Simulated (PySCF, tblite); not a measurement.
Parent: `[CH3:1][n:2]1[n:3][cH:4][c:5]([F:6])[n:7]1`, C3H4FN3.

The geometries are computed with GFN2-xTB (gas phase). One conformer each, not checked by frequencies here.

```tsv
coordinate of the parent	value
C1–N2	1.430 Å
N2–N3	1.307 Å
N3–C4	1.326 Å
C4–C5	1.397 Å
C5–F6	1.323 Å
C5–N7	1.324 Å
N2–N7	1.312 Å
C1–N2–N3	122.6°
C1–N2–N7	122.3°
N3–N2–N7	115.1°
N2–N3–C4	105.5°
N3–C4–C5	106.5°
C4–C5–F6	128.3°
C4–C5–N7	109.2°
F6–C5–N7	122.5°
N2–N7–C5	103.7°
```

Question: How does the shared frame change in `[CH3:1][CH2:2][c:3]1[cH:4][n:5][n:6]([CH3:7])[n:8]1` with C1–C2–C3–C4 -78°, C5H9N3? Atoms pair as C1 = C7, N2 = N6, N3 = N5, C4 = C4, C5 = C3, N7 = N8 (parent first).

Answer: 
```json
{"parent": "C1–N2", "relative": "C7–N6", "value in the relative": "1.431 Å", "change": "+0.001"}
{"parent": "N2–N3", "relative": "N6–N5", "value in the relative": "1.311 Å", "change": "+0.004"}
{"parent": "N3–C4", "relative": "N5–C4", "value in the relative": "1.325 Å", "change": "-0.001"}
{"parent": "C4–C5", "relative": "C4–C3", "value in the relative": "1.402 Å", "change": "+0.005"}
{"parent": "C5–N7", "relative": "C3–N8", "value in the relative": "1.330 Å", "change": "+0.006"}
{"parent": "N2–N7", "relative": "N6–N8", "value in the relative": "1.312 Å", "change": "0.000"}
{"parent": "C1–N2–N3", "relative": "C7–N6–N5", "value in the relative": "122.4°", "change": "-0.2"}
{"parent": "C1–N2–N7", "relative": "C7–N6–N8", "value in the relative": "122.8°", "change": "+0.5"}
{"parent": "N3–N2–N7", "relative": "N5–N6–N8", "value in the relative": "114.8°", "change": "-0.3"}
{"parent": "N2–N3–C4", "relative": "N6–N5–C4", "value in the relative": "104.7°", "change": "-0.8"}
{"parent": "N3–C4–C5", "relative": "N5–C4–C3", "value in the relative": "108.3°", "change": "+1.8"}
{"parent": "C4–C5–N7", "relative": "C4–C3–N8", "value in the relative": "107.2°", "change": "-2.0"}
{"parent": "N2–N7–C5", "relative": "N6–N8–C3", "value in the relative": "105.1°", "change": "+1.4"}
```

Of the parent's bonds, C4–C5 and C5–N7 change most and about equally (+0.005 to +0.006 Å). Bonds of the relative outside the shared frame: C1–C2 1.530, C2–C3 1.487 Å.

Question: How does the shared frame change in `[CH3:1][CH2:2][C@@H:3]([CH3:4])[n:5]1[n:6][cH:7][c:8]([F:9])[n:10]1` with C1–C2–C3–C4 173°, C2–C3–N5–N6 123°, C6H10FN3? Atoms pair as C1 = C3, N2 = N5, N3 = N6, C4 = C7, C5 = C8, F6 = F9, N7 = N10 (parent first).

Answer: 
| parent | relative | value in the relative | change |
| --- | --- | --- | --- |
| C1–N2 | C3–N5 | 1.441 Å | +0.011 |
| N2–N3 | N5–N6 | 1.305 Å | -0.002 |
| N3–C4 | N6–C7 | 1.326 Å | 0.000 |
| C4–C5 | C7–C8 | 1.396 Å | -0.001 |
| C5–F6 | C8–F9 | 1.325 Å | +0.002 |
| C5–N7 | C8–N10 | 1.323 Å | -0.001 |
| N2–N7 | N5–N10 | 1.310 Å | -0.002 |
| C1–N2–N3 | C3–N5–N6 | 122.5° | -0.1 |
| C1–N2–N7 | C3–N5–N10 | 122.3° | 0.0 |
| N3–N2–N7 | N6–N5–N10 | 115.2° | +0.1 |
| N2–N3–C4 | N5–N6–C7 | 105.5° | 0.0 |
| N3–C4–C5 | N6–C7–C8 | 106.4° | -0.1 |
| C4–C5–F6 | C7–C8–F9 | 128.3° | 0.0 |
| C4–C5–N7 | C7–C8–N10 | 109.3° | +0.1 |
| F6–C5–N7 | F9–C8–N10 | 122.5° | 0.0 |
| N2–N7–C5 | N5–N10–C8 | 103.7° | 0.0 |

Of the parent's bonds, C1–N2 changes most (+0.011 Å). Bonds of the relative outside the shared frame: C1–C2 1.523, C2–C3 1.531, C3–C4 1.527 Å.
